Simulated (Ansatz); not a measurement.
CH3KS (`C[S][K]`), relaxed with RKS PBE-D4/def2-SVP in the Gaussian-basis code of Ansatz from a rough embedded geometry. The force threshold is 0.03 eV/Å; the program also tests the step.

The species carries charge 0 and has multiplicity 1.

Start:

```xyz
6

C    -0.319    0.245    0.429
S    -0.414    0.443   -1.326
K     1.718   -1.320   -1.661
H    -1.083    0.861    0.943
H     0.633    0.590    0.858
H    -0.533   -0.818    0.758
```

**Question.** By how much does the energy fall, and how many steps does the optimiser take? (Estimate.)

**Answer.** The calculation gave: 0.12 eV, in 7 steps.

**Question.** Which bonds change most? (Estimate.)

**Answer.** Ansatz gave: C1–S2 from 1.769 to 1.837 Å; S2–K3 from 2.787 to 2.829 Å; C1–H6 from 1.134 to 1.111 Å; C1–H5 from 1.100 to 1.111 Å.

**Question.** Give the relaxed structure. (Best estimate.)

**Answer.** The calculation gave: 
```xyz
6

C    -0.381    0.279    0.567
S    -0.186    0.250   -1.260
K     1.883   -1.422   -2.221
H    -1.215    0.962    0.839
H     0.527    0.650    1.088
H    -0.628   -0.720    0.987
```
